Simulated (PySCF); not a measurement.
**Two probes of the same atoms: core binding energy and nuclear shielding**

Compound: C7H10OSi.
Numbering: `[CH:1]#[C:2][C@@H:3]1[CH2:4][Si@@H:5]1/[CH:6]=[CH:7]/[O:8][CH3:9]`

Binding energies: delta-SCF UKS SCAN, pcX-2 on the ionised atom, pcseg-1 elsewhere, spin-free X2C in PySCF. Shieldings: GIAO HF/pcSseg-1, non-relativistic, same geometry.

```json
{"atom": "C1", "C 1s (eV)": "289.32"}
{"atom": "C2", "C 1s (eV)": "290.15"}
{"atom": "C3", "C 1s (eV)": "290.33"}
{"atom": "C4", "C 1s (eV)": "289.77"}
{"atom": "C6", "C 1s (eV)": "289.65"}
{"atom": "C7", "C 1s (eV)": "291.92"}
{"atom": "C9", "C 1s (eV)": "292.63"}
```

What are the absolute isotropic shieldings of these atoms?

```tsv
atom	environment	C 1s (eV)	isotropic shielding (ppm)
C1	terminal alkyne carbon	289.32	118.4
C6	alkene CH carbon	289.65	108.0
C4	sp3 carbon bound to silicon	289.77	190.8
C2	alkyne carbon	290.15	100.7
C3	sp3 carbon bound to silicon	290.33	202.2
C7	vinylic carbon bearing oxygen	291.92	19.1
C9	methoxy carbon	292.63	140.9
```

Among the listed atoms, is the one with the highest binding energy also the least shielded?

No. The highest binding energy is at C9 (292.63 eV, shielding 140.9 ppm), the lowest shielding at C7 (19.1 ppm, 291.92 eV).

Over these 7 sites the two quantities correlate at r = -0.32. By binding energy: C1 < C6 < C4 < C2 < C3 < C7 < C9. By shielding: C7 < C2 < C6 < C1 < C9 < C4 < C3.

The unrestricted hole states depart most from a pure doublet (⟨S²⟩ = 0.75; over 0.85 named) for C 1s of C2 (0.86), which makes this value less certain. Isolated species at its PBE0-D3(BJ)/def2-SVP geometry (one conformer only).

Shape of the structure used: `[CH:1]#[C:2][C@@H:3]1[CH2:4][Si@@H:5]1/[CH:6]=[CH:7]/[O:8][CH3:9]`: C4–Si5–C6–C7 149°, C6–C7–O8–C9 -1°.
